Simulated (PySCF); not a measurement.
# Pd⁻ (palladium, charge -1) across methods

[Kr] 4d10 5s1, 2S determinant. Calculation: PySCF 2.14, in def2-QZVPPD with the def2 core potential (28 electrons) (7s5p4d4f2g, 88 functions); a scalar-relativistic core potential.

```tsv
method	E (hartree)	mean ε 5s α (eV)	mean ε 4d α (eV)	mean ε 4d β (eV)	Σ⟨r²⟩ (bohr²)	⟨S²⟩
LDA	-127.6702	1.578	2.131	2.264	62.92	0.752
M06	-127.9243	1.228	0.545	0.626	63.15	0.750
UHF	-127.00998	0.542	-2.888	-2.951	66.82	0.753
PBE0	-127.8761	1.306	0.910	1.006	63.43	0.752
r2SCAN0	-127.8761	1.145	0.841	0.927	63.29	0.753
PBE	-127.9111	1.746	2.327	2.469	63.33	0.753
r2SCAN	-127.9222	1.585	2.300	2.438	62.77	0.754
r2SCANh	-127.9035	1.404	1.723	1.838	62.99	0.753
LC-wPBE	-127.8915	-0.225	-1.762	-1.686	63.83	0.752
```

Energies and moments cover only the electrons outside the core potential. The outer electron is barely bound at this level, so radii and moments hang on the diffuse functions.

The highest occupied level is positive at LDA, M06, UHF, PBE0, r2SCAN0, PBE, r2SCAN, r2SCANh: only the finite basis holds that electron, at UHF too, so the state is unbound at these levels.
